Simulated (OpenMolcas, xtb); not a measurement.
## C2H5AlBN (SMILES B[C]1=C[NH][AlH]1): methods side by side

C2H5AlBN has 10 atoms, charge 0, and is taken as a singlet. SMILES: `B[C]1=C[NH][AlH]1`. Geometry: relaxed at PBE0-D4/def2-TZVP.

Each level gives the dipole moment (D). The values are calculated.

```
                             level            kind     program  value (D)   CPU time
                          GFN0-xTB  semi-empirical         xtb       4.28  under 2 s
   HF/6-31G* (spherical functions)    Hartree–Fock  OpenMolcas       3.64      7.7 s
SVWN5/6-31G* (spherical functions)             LDA  OpenMolcas       4.26       20 s
 BLYP/6-31G* (spherical functions)             GGA  OpenMolcas       4.13       30 s
  PBE/6-31G* (spherical functions)             GGA  OpenMolcas       4.19       30 s
M06-L/6-31G* (spherical functions)        meta-GGA  OpenMolcas       4.22       41 s
 TPSS/6-31G* (spherical functions)        meta-GGA  OpenMolcas       4.16       44 s
BHLYP/6-31G* (spherical functions)   global hybrid  OpenMolcas       3.84       29 s
```

The values span 3.64 to 4.28 D. Magnitudes only. CPU times are rough (shared hosts, several kinds of processor): they show what a rung costs within a factor of a few.
